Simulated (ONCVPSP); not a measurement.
Transferability test, ONCV potential for Cl (Z = 17)

chlorine (Cl), optimised norm-conserving Vanderbilt (ONCV), made with ONCVPSP 4.0.1 (LDA (Perdew-Zunger), scalar-relativistic). Core [Ne], reference 3s2 3p5. Waves: 3s: rc 1.35 bohr, ncon 5, nbas 9, qcut 6.3 1/bohr, 3 projectors, debl 3.9 Ha; 3p: rc 1.35 bohr, ncon 4, nbas 9, qcut 5.4 1/bohr, 3 projectors, debl 2.7 Ha; d scattering state at 0.29 Ha: rc 1.20 bohr, ncon 4, nbas 7, qcut 6.8 1/bohr, 1 projector. Local part: polynomial inside 0.95 bohr (lpopt 5, dvloc0 4 Ha). Core correction: polynomial model core, fcfact 0.2.

Energies are relative to the spin-unpolarised reference configuration 3s2 3p5; without spin polarisation the order of configurations can differ from experiment.

```tsv
valence configuration	charge	ΔE all-electron (eV)	error AE − PS (meV)
3s2 3p4	+1	13.972	+0.4
3s2 3p2	+3	77.895	+45
3s1 3p5	+1	26.566	+2.9
```

Question: What are ΔE and the potential's error for 3s2 3p3?

Answer: ΔE = 39.500 eV all-electron; the error (AE − PS) is +10 meV.

Levels in the configuration 3s2 3p3:

| level | all-electron (eV) | pseudo (eV) |
| --- | --- | --- |
| 3s | -44.870 | -44.846 |
| 3p | -31.765 | -31.744 |

Note: ghosts flagged at negative energy: s at -188.9 eV; GHOST(+) flags only above 600 eV. A true bound ghost makes a file unfit for plane-wave use.
